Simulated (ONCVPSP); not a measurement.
Potentials for Ni (Z = 28) compared

Generated with ld1.x 7.5 (TM, RRKJ, ultrasoft, PAW), atompaw 4.2 or ONCVPSP 4.0.1. The cutoff is in Ry: for ld1.x and atompaw files where the sum of valence levels is converged to 10 mRy in a Bessel basis, for ONCV files where the hardest occupied wave has 1 mHa per electron of residual kinetic energy. The error is the largest all-electron minus pseudo excitation energy over each file’s own four to seven test configurations (ionisations up to +4, promotions, holes and added fractions of an electron), all of which were solved. The labels leave out finer settings (local radius, basis sizes, second energies), which also bear on the numbers. Spin-polarised tests are not counted. The rows are a selection from randomly drawn settings: files with unsolved tests, undetermined cutoffs or missed reference levels are left out.

A true bound ghost makes a file unfit for plane-wave use even where its test errors are small: the radial tests pick states by their node count and pass the ghost by.

```tsv
potential	cutoff (Ry)	largest error (meV)	bound ghosts
ONCV, PBE, scalar-relativistic, rc 2.10/0.75/1.20/1.60 (spdf), local smoothed, core correction yes, reference 3p6 3d8.5 4s1.5, qcut 3.6/12.1/14/6.2, projectors 2/2/3/2	144	-76	s
ONCV, PW91, scalar-relativistic, rc 2.40/1.25/1.10/2.25 (spdf), local smoothed, core correction no, reference 3p6 3d8 4s2, qcut 2.6/9/14.8/5.1, projectors 2/2/1/2	166	-174	none
ONCV, PBE, scalar-relativistic, rc 1.20/0.80/1.35 (spd), local smoothed, core correction yes, reference 3s2 3p6 3d8 4s2, qcut 9.8/10.4/13.6, projectors 2/3/2	135	+14	none
ONCV, LDA (Perdew-Wang 92), scalar-relativistic, rc 2.20/1.75/0.85 (spd), local smoothed, core correction no, reference 3d8 4s2, qcut 3/4.6/16.6, projectors 2/1/2	228	+40	s, p
ONCV, LDA (Perdew-Wang 92), scalar-relativistic, rc 1.30/1.10/1.65 (spd), local smoothed, core correction no, reference 3s2 3p6 3d8 4s1, qcut 10.6/12.5/7.5, projectors 2/2/2	80	+140	none
ONCV, PBE, fully relativistic, rc 1.45/1.25/1.10 (spd), local smoothed, core correction yes, reference 3s2 3p6 3d8 4s1.5, qcut 6.6/11.5/15.5, projectors 2/2/2	169	-286	none
```

**Question.** Fill in the row for Ni: ONCV, PBE, scalar-relativistic, rc 1.15/1.10/1.50 (spd), local smoothed, core correction yes, reference 3s2 3p6 3d8 4s2, qcut 11.3/11.6/9.4, projectors 2/1/2.

**Answer.** cutoff 102 Ry, largest error +435 meV, bound ghosts: none.

**Question.** Fill in the row for Ni: ONCV, PBE, scalar-relativistic, rc 1.05/1.60/1.65 (spd), local smoothed, core correction yes, reference 3s2 3p6 3d8 4s1.5 4p0.5, qcut 10.3/7.4/10.3, projectors 2/3/2.

**Answer.** cutoff 89 Ry, largest error -438 meV, bound ghosts: none.
